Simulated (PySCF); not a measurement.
CH4O3, SMILES OC(O)O. The structure is a stationary point at PBE-D3(BJ)/def2-SVP. The values are those of a single conformer.

Method: PySCF with PBE-D3(BJ)/def2-SVP.

Harmonic wavenumbers (cm⁻¹): 172, 375, 386, 504, 575, 639, 978, 1030, 1054, 1202, 1262, 1297, 1393, 1401, 2882, 3633, 3730, 3730. Rotational constants (GHz): 9.859, 9.693, 5.466; symmetry number 1.

Problem. Work out the zero-point energy and the ideal-gas rigid-rotor harmonic-oscillator thermochemistry at 298.15 K and 1 atm.

Solution. ZPE = ½ Σ hcν = ½ × 26242 cm⁻¹ = 37.52 kcal/mol. H − E(el) = 41.11 kcal/mol. Entropy in cal/(mol K): translation 38.39, rotation 23.94, vibration 6.41, total 68.74. G − E(el) = 20.62 kcal/mol. Cp = 17.93 cal/(mol K).
